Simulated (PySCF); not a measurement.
Species: C6H6S (triplet state).
Z-matrix (Å and degrees, GFN2-xTB geometry), rows numbered from 1:
```
C 
C   1  1.4432
C   2  1.3011  1  147.05
C   3  1.4147  2  132.73  1  -179.80
C   4  1.3829  3  115.11  2   179.97
C   5  1.3732  4  114.51  3     0.10
S   6  1.7157  5  113.72  4    -0.13
H   1  1.0923  2  110.75  3  -104.45
H   1  1.0967  2  110.35  3    15.72
H   1  1.0921  2  110.67  3   135.54
H   4  1.0746  3  120.39  2    -0.03
H   5  1.0769  4  123.21  3  -179.87
H   6  1.0723  5  127.67  4   179.82
```

The hyperfine couplings belong to this conformer and change with its torsions.

Identity: `C[C]c1cccs1` [triplet].

Computed, not measured: PySCF 2.14.0, UKS B3LYP, pcH-1 on C H S, non-relativistic, mean-field spin-orbit, GIAO. Geometry: GFN2-xTB, one conformer, isolated molecule. This triplet need not be the ground state; the singlet was not compared here. Couplings are sensitive to structure, and on GFN2-xTB geometries they can be far from those on DFT ones. Stability of the SCF solution: not tested.

Q: Give the principal g shifts and their parts.

A: 
```csv
Δg (ppm),1,2,3
relativistic mass correction,-165,-165,-165
gauge correction,28,-2,18
orbital Zeeman/spin–orbit,500,1581,1740
total,363,1414,1593
```

So g = 2.00268, 2.00373, 2.00391 and g_iso = 2.00344; the tensor is close to axial: the two nearest values differ by 15 % of g3 − g1. Axes: g1 points within 4° of the C1–C2 bond.

Q: What are the electron Larmor frequencies g μB B/h along the three axes at 330 mT?

A: 9.2499, 9.2548, 9.2556 GHz for g1, g2 and g3, a range of 5.7 MHz.

Q: How much does each term add to the isotropic shift?

A: The orbital-Zeeman/spin–orbit term 1273, the mass correction -165 and the gauge correction 15 ppm, for a total of 1123 ppm. The orbital-Zeeman/spin–orbit term is the largest in size. The mass correction is the same along every axis, so the anisotropy comes from the other two: their spans along these axes are 30 (gauge) and 1240 ppm (orbital Zeeman/spin–orbit).

Q: What effective moment and Curie constant follow for a powder at temperatures where kT is far above the zero-field splitting?

A: With the mean of g² = 4.0138 and S(S+1) = 2.00: μ_eff = √(⟨g²⟩S(S+1)) = 2.833 μB and χT = 0.12505·⟨g²⟩·S(S+1) = 1.004 cm³ K/mol (cgs; spin-Hamiltonian part alone).

The Mulliken spin populations are largest on C2 (+1.37), C4 (+0.44), C6 (+0.38) and C3 (-0.30). Four atoms exceed +0.15. The positive populations add up to 2.58 and the negative ones to -0.58, together 2S = 2.

The HOMO–LUMO gaps are 4.80 eV among the α and 4.39 eV among the β orbitals.
